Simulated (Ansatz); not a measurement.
`[F][Sn]([F])([SiH3])[SiH3]` + H₂ → `[F][SnH]([F])[SiH3]` + SiH₄ at 700 K and 1 bar (hydrogenolysis of the Sn–Si bond).

Isolated molecules relaxed with PBE0-D4/def2-TZVP in Ansatz; ΔE leaves out vibrations. CCSD(T)/CBS adds triple-zeta CCSD(T) − MP2 to the extrapolated MP2 energy (def2 sets, frozen cores). This one scheme is used for every species. Elements past krypton have def2 core potentials. For Sn outer-core shells are correlated without core-valence functions, which leaves a few kJ/mol of doubt a bond.

```
                     species  CCSD(T)/CBS energy (Eh)  H − E (kJ/mol)  S (J/(mol·K))
`[F][Sn]([F])([SiH3])[SiH3]`               -995.44786           241.0          580.1
                          H₂                 -1.17544            46.8          155.3
       `[F][SnH]([F])[SiH3]`               -705.15468           167.0          475.8
                        SiH₄               -291.46306           115.5          252.9
```

H − E and S are ideal-gas, rigid-rotor, harmonic terms from PBE0-D4/def2-TZVP. For small species the MP2-based limit differs from directly extrapolated CCSD(T) by up to some mEh (0.8 for H₂); such offsets cancel only in part. 1 Eh = 2625.50 kJ/mol, R = 8.31446 J/(mol·K).

Task: By hand: ΔE, ΔH, ΔS and ΔG.

Result: ΔE = (-705.15468) + (-291.46306) − (-995.44786) − (-1.17544) = 0.00556 Eh = 14.6 kJ/mol. Δ(H − E) = 167.0 + 115.5 − 241.0 − 46.8 = -5.3, so ΔH = 9.3 kJ/mol. ΔS = 475.8 + 252.9 − 580.1 − 155.3 = -6.7 J/(mol·K). ΔG = 9.3 − 700 × (-6.7)/1000 = 14.0 kJ/mol.

Task: By hand: the equilibrium constant, and the temperature at which ΔG would vanish if ΔH and ΔS stayed fixed.

Result: log₁₀ K = −ΔG/(RT ln 10) = -1.0. ΔH and −TΔS have one sign here, so there is no such temperature.

TΔS isn't small against ΔH here. A doubt of 5 kJ/mol in ΔE shifts log₁₀ K by 0.4 here. Modes under 60 cm⁻¹, often nearly free rotors, make the harmonic entropy too high. These are equilibria of isolated gas molecules and say nothing of rates. Largest T1 diagnostic: 0.015 (customary marks: 0.02 for closed shells, 0.045 for open ones).
